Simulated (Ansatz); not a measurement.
`PP` + `C[SeH]` → `C[Se]P` + PH₃ at 700 K and 1 bar (cleavage of the P–P bond).

Computed with Ansatz on PBE0-D4/def2-TZVP structures; ΔE is electronic, products minus reactants. CCSD(T)/CBS adds triple-zeta CCSD(T) − MP2 to the extrapolated MP2 energy (def2 sets, frozen cores). This one scheme is used for every species. For Se outer-core shells are correlated without core-valence functions, which leaves a few kJ/mol of doubt a bond. Scalar relativity is left out up to krypton. Each species was taken in one conformer, which may not be the lowest.

| species | CCSD(T)/CBS energy (Eh) | H − E (kJ/mol) | S (J/(mol·K)) |
| --- | --- | --- | --- |
| `PP` | -684.26248 | 137.7 | 339.9 |
| `C[SeH]` | -2441.15625 | 157.6 | 325.3 |
| `C[Se]P` | -2782.70431 | 204.7 | 409.8 |
| PH₃ | -342.72256 | 91.5 | 248.3 |

H − E and S are ideal-gas, rigid-rotor, harmonic terms from PBE0-D4/def2-TZVP, for one conformer and one mirror image of each species. 1 Eh = 2625.50 kJ/mol, R = 8.31446 J/(mol·K).

Task: By hand: ΔE, ΔH, ΔS and ΔG.

Result: ΔE = (-2782.70431) + (-342.72256) − (-684.26248) − (-2441.15625) = -0.00814 Eh = -21.4 kJ/mol. Δ(H − E) = 204.7 + 91.5 − 137.7 − 157.6 = 0.9, so ΔH = -20.5 kJ/mol. ΔS = 409.8 + 248.3 − 339.9 − 325.3 = -7.1 J/(mol·K). ΔG = -20.5 − 700 × (-7.1)/1000 = -15.5 kJ/mol.

Task: By hand: the equilibrium constant, and the temperature at which ΔG would vanish if ΔH and ΔS stayed fixed.

Result: log₁₀ K = −ΔG/(RT ln 10) = 1.2. ΔG = 0 at ΔH/ΔS = 2887 K, far beyond where these terms or the molecules hold.

The number of gas molecules stays the same, so ΔS is small and ΔH decides. A doubt of 5 kJ/mol in ΔE shifts log₁₀ K by 0.4 here. Other conformers and mirror images would add mixing entropy, several J/(mol·K) or more a flexible species. These are equilibria of isolated gas molecules and say nothing of rates. Largest T1 diagnostic: 0.014 (customary marks: 0.02 for closed shells, 0.045 for open ones).
